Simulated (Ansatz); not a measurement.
Molecule: disulfane, H₂S₂, net charge 0, singlet state. SMILES: SS
Geometry from a B3LYP-D3(BJ)/def2-TZVP (Ansatz, a program for electronic structure) optimisation:
```xyz
4

S     -0.9222     0.0561     0.4718
S      0.9228     0.0543    -0.4709
H     -1.5351    -0.8736    -0.2871
H      1.5259    -0.8942     0.2724
```

Wanted: atomisation energy (electronic, to ground-state atoms), in kcal/mol. Valence correlation only, unless marked. Open shells are spin-unrestricted. No spin-orbit coupling. Non-relativistic. The coupled-cluster limit lacks core correlation, which all-electron functionals hold. CBS marks a two-point X^-3 extrapolation of the correlation energy; Hartree-Fock from the larger set.

```tsv
level	program	atomisation energy (kcal/mol)	minus last row	rough core time
r2SCANh-D4/def2-TZVPD	Ansatz + dftd4	240.8	-1.5	under 20 s
LC-wPBE-D4/def2-TZVPD	Ansatz + dftd4	235.2	-7.1	under 20 s
MP2/aug-cc-pV(T+d)Z	Ansatz	235.1	-7.2	-
MP2/def2-TZVPPD	Ansatz	233.8	-8.5	-
MP2/CBS(def2-TZVPPD,def2-QZVPPD)	Ansatz	243.1	0.8	-
SCS-MP2/def2-SVP	Ansatz	210.2	-32.1	-
CCSD(T)/CBS(def2-TZVPPD,def2-QZVPPD)	Ansatz	242.3	0.0	50 s
```

Core times are rough, on shared machines, summed over the molecules involved; a dash marks a level read off another run, or run on other hardware, by another program or under a memory cap.
